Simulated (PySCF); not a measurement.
Basis-set dependence of population analyses: `BCO[SiH2][SiH3]`

Species: CH9BOSi2.
Atom-mapped SMILES: `[BH2:1][CH2:2][O:3][SiH2:4][SiH3:5]` (hydrogens: H6, H7 on B1; H8, H9 on C2; H10, H11 on Si4; H12, H13, H14 on Si5)

PBE0 throughout (PySCF), one geometry, spherical d and f functions. Isolated species at its PBE0-D3(BJ)/def2-SVP geometry (one conformer only). Atoms taken as equivalent share a column and are averaged. The first 7 of 9 kinds of atom are listed.

Mulliken charges (e):

| basis | functions | B1 | C2 | O3 | Si4 | Si5 | H6/H7 | H8/H9 |
| --- | --- | --- | --- | --- | --- | --- | --- | --- |
| STO-3G | 42 | +0.165 | -0.158 | -0.368 | +0.535 | +0.346 | -0.042 | +0.083 |
| 6-31G | 71 | +0.213 | -0.230 | -0.743 | +0.710 | +0.227 | -0.025 | +0.189 |
| pcSseg-0 | 71 | +0.216 | -0.432 | -0.836 | +0.642 | +0.014 | +0.032 | +0.252 |
| 6-31G* | 96 | +0.100 | -0.198 | -0.592 | +0.536 | +0.096 | +0.002 | +0.186 |
| cc-pVDZ | 123 | +0.004 | +0.122 | -0.440 | +0.382 | +0.070 | -0.010 | +0.054 |
| def2-SVP | 123 | +0.030 | +0.119 | -0.510 | +0.456 | +0.128 | -0.011 | +0.060 |
| aug-cc-pVDZ | 204 | -1.196 | +0.933 | -0.765 | +0.156 | -1.111 | +0.612 | -0.331 |
| 6-311+G(2d,p) | 205 | +0.019 | -0.208 | -0.554 | +0.515 | +0.118 | +0.011 | +0.172 |
| def2-TZVP | 221 | -0.073 | -0.086 | -0.349 | +0.268 | +0.020 | +0.027 | +0.131 |
| IGLO-III | 283 | +0.230 | -0.300 | -0.446 | +0.625 | +0.525 | -0.044 | +0.128 |
| cc-pVTZ | 284 | -0.058 | +0.022 | -0.336 | +0.261 | +0.056 | +0.025 | +0.080 |
| pcSseg-2 | 320 | +0.211 | +0.051 | -0.554 | +0.564 | +0.335 | -0.054 | +0.047 |

IAO charges (e):

```
        basis  functions      B1      C2      O3     Si4     Si5   H6/H7   H8/H9
       STO-3G         42  +0.078  -0.276  -0.448  +0.601  +0.382  +0.004  +0.141
        6-31G         71  +0.049  -0.226  -0.589  +0.584  +0.164  +0.020  +0.168
     pcSseg-0         71  +0.044  -0.217  -0.582  +0.574  +0.108  +0.020  +0.166
       6-31G*         96  +0.068  -0.200  -0.624  +0.694  +0.257  +0.012  +0.158
      cc-pVDZ        123  +0.053  -0.198  -0.621  +0.684  +0.255  +0.017  +0.160
     def2-SVP        123  +0.061  -0.194  -0.620  +0.694  +0.265  +0.014  +0.158
  aug-cc-pVDZ        204  +0.054  -0.203  -0.634  +0.687  +0.258  +0.018  +0.163
6-311+G(2d,p)        205  +0.057  -0.206  -0.643  +0.713  +0.279  +0.017  +0.165
    def2-TZVP        221  +0.057  -0.203  -0.644  +0.723  +0.282  +0.017  +0.164
     IGLO-III        283  +0.056  -0.206  -0.645  +0.719  +0.281  +0.018  +0.165
      cc-pVTZ        284  +0.056  -0.204  -0.639  +0.712  +0.270  +0.017  +0.164
     pcSseg-2        320  +0.058  -0.204  -0.643  +0.720  +0.280  +0.017  +0.164
```

Hirshfeld charges (e):

```
        basis  functions      B1      C2      O3     Si4     Si5   H6/H7   H8/H9
       STO-3G         42  +0.165  -0.003  -0.245  +0.359  +0.254  -0.068  +0.021
        6-31G         71  +0.153  -0.041  -0.271  +0.297  +0.195  -0.052  +0.054
     pcSseg-0         71  +0.154  -0.051  -0.253  +0.324  +0.207  -0.056  +0.050
       6-31G*         96  +0.156  -0.042  -0.239  +0.278  +0.199  -0.053  +0.053
      cc-pVDZ        123  +0.153  -0.061  -0.216  +0.293  +0.213  -0.054  +0.052
     def2-SVP        123  +0.155  -0.062  -0.222  +0.301  +0.219  -0.054  +0.053
  aug-cc-pVDZ        204  +0.155  -0.072  -0.242  +0.304  +0.212  -0.050  +0.055
6-311+G(2d,p)        205  +0.159  -0.069  -0.244  +0.304  +0.215  -0.052  +0.054
    def2-TZVP        221  +0.155  -0.068  -0.235  +0.299  +0.211  -0.051  +0.055
     IGLO-III        283  +0.153  -0.072  -0.237  +0.303  +0.212  -0.051  +0.054
      cc-pVTZ        284  +0.154  -0.068  -0.230  +0.298  +0.209  -0.052  +0.054
     pcSseg-2        320  +0.156  -0.072  -0.241  +0.306  +0.214  -0.051  +0.055
```

Some averages cover members that differ in this geometry, most widely: H8/H9, Mulliken in aug-cc-pVDZ -0.385 to -0.277; H6/H7, Mulliken in aug-cc-pVDZ +0.591 to +0.633; H8/H9, IAO in pcSseg-0 +0.146 to +0.185; H8/H9, IAO in 6-31G +0.149 to +0.187 e.

Q: Which scheme is steadiest as the basis changes?

A: Largest range over the bases for any column: Hirshfeld 0.08 e, IAO 0.27 e, Mulliken 1.64 e. Hirshfeld charges move least and Mulliken charges most, counted in e. Without the minimal STO-3G basis the ranges are Hirshfeld 0.06, IAO 0.17, Mulliken 1.64 e.

Q: How much do the charges still move between the two largest bases, cc-pVTZ and pcSseg-2?

A: At most, over all atoms: Mulliken 0.304 e, IAO 0.010 e, Hirshfeld 0.011 e.

Q: What do the same runs give for the total energy, the frontier levels and the dipole moment?

A: 
| basis | energy (Eh) | HOMO (eV) | LUMO (eV) | μ (D) |
| --- | --- | --- | --- | --- |
| STO-3G | -713.6209 | -3.65 | 1.55 | 0.66 |
| 6-31G | -721.9894 | -7.44 | -1.26 | 1.16 |
| pcSseg-0 | -721.1054 | -7.61 | -1.60 | 1.20 |
| 6-31G* | -722.0982 | -7.61 | -1.22 | 0.96 |
| cc-pVDZ | -722.1383 | -7.67 | -1.43 | 0.85 |
| def2-SVP | -721.8506 | -7.76 | -1.49 | 0.96 |
| aug-cc-pVDZ | -722.1522 | -7.80 | -1.57 | 0.81 |
| 6-311+G(2d,p) | -722.2039 | -7.86 | -1.57 | 0.86 |
| def2-TZVP | -722.2186 | -7.86 | -1.55 | 0.87 |
| IGLO-III | -722.2219 | -7.86 | -1.58 | 0.85 |
| cc-pVTZ | -722.2175 | -7.83 | -1.54 | 0.85 |
| pcSseg-2 | -722.2316 | -7.88 | -1.58 | 0.88 |

The dipole is fixed by the density alone, so its range of 0.54 D shows that the density itself changes with the basis, not only its division among atoms.
